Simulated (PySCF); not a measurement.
From computed data to an observable: chemical shift, span and skew from a shielding tensor

C₂H₇FSi, SMILES F[SiH](C)C. Atoms are numbered in the order given.

```xyz
11

Si    -0.3641    -0.0778     0.0000
C      0.1981     0.8013     1.5510
C      0.1981     0.8013    -1.5510
F      0.2964    -1.5776     0.0000
H     -1.8432    -0.2633     0.0000
H     -0.2507     1.8068     1.6119
H     -0.0955     0.2437     2.4546
H      1.2941     0.9169     1.5610
H     -0.0955     0.2437    -2.4546
H     -0.2507     1.8068    -1.6119
H      1.2941     0.9169    -1.5610
```

Coordinates come from a B3LYP-D3(BJ)/def2-SVP optimisation.

GIAO shieldings from PBE/pcSseg-1 run with PySCF, non-relativistic, no solvent. The symmetric part of the tensor of Si1 has the principal values 243.9, 310.0, 359.7 ppm. The same nucleus in TMS has σ = 335.4 ppm at this level (PySCF, at its B3LYP-D3(BJ)/def2-TZVP geometry).

Task: Work out the isotropic shielding, the ²⁹Si shift against TMS, the span and the skew.

Result: 
σ(iso) = (σ11 + σ22 + σ33)/3 = 304.5 ppm. δ = σ(ref) − σ(iso) = 335.4 − (304.5) = 30.9 ppm.
Span Ω = σ33 − σ11 = 115.8 ppm. Skew κ = 3(σ(iso) − σ22)/Ω = -0.14. Tumbling in solution averages the tensor to δ; in a static solid the shielding alone would spread this spin-1/2 line over Ω.
